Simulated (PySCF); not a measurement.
## Electron correlation in Si²⁺ (silicon, charge +2)

[Ne] 3s2, closed-shell 1S. Computed with PySCF 2.14 in x2c-SVPall (4s3p1d, 18 functions), with scalar relativity by spin-free X2C-1e. Frozen: [Ne]; 2 electrons correlated.

Total MP2 correlation energy: -29.28 mhartree.

Same-spin part 0.00 and opposite-spin part -29.28 mhartree; SCS-MP2 scales them by 1/3 and 6/5 to -35.14 mhartree.

With two correlated electrons CCSD is exact within the correlated space (frozen core and kept virtual orbitals).

| level | correlation energy (mhartree) |
| --- | --- |
| CCSD | -43.45 |

Diagnostics: T1 = 0.0059, D1 = 0.0083, largest double amplitude 0.116.

Cost of the coupled-cluster step: 0.06 s of wall time on 1 thread of Neoverse-N1 (shared host), for 2 correlated electrons.
